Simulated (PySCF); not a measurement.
H5Si2, SMILES [SiH2][SiH3], multiplicity 2. Atoms are numbered in the order given.

```xyz
7

Si     1.2090     0.0883     0.0000
Si    -1.1216    -0.0140     0.0000
H      1.8409    -0.4903    -1.2135
H      1.8409    -0.4903     1.2135
H     -1.6365     0.6750     1.2071
H     -1.6365     0.6750    -1.2071
H     -1.6316    -1.4096     0.0000
```
Charge 0, spin multiplicity 2.

Coordinates come from a B3LYP-D3(BJ)/def2-TZVP optimisation. The isomer is the one that the SMILES or the coordinates give; other isomers of the formula were not compared.

All values below come from B3LYP/pcH-1 in PySCF.

Unrestricted Kohn–Sham, ⟨S²⟩ = 0.752. Hyperfine tensors hold the contact and dipolar terms, without spin-orbit corrections.

Computed hyperfine couplings:
```csv
nucleus,A(iso) (MHz),A(iso) (G),dipolar principal values (MHz)
29Si no. 1,-394.7,-140.8,"-174.6, 87.2, 87.4"
29Si no. 2,-19.7,-7.0,"-7.8, 2.2, 5.5"
1H no. 3,9.1,3.2,"-10.0, 1.8, 8.3"
1H no. 4,9.1,3.2,"-10.0, 1.8, 8.3"
1H no. 5,-1.8,-0.7,"-2.5, -1.2, 3.7"
1H no. 6,-1.8,-0.7,"-2.5, -1.2, 3.7"
1H no. 7,76.0,27.1,"-2.5, 0.0, 2.5"
```

Problem. And the g tensor (effective nuclear charges for spin-orbit coupling, GIAO)? (The exact figures need the calculation; the answer reports its results.)

Solution. principal values 2.0021, 2.0048, 2.0071; isotropic 2.0047.
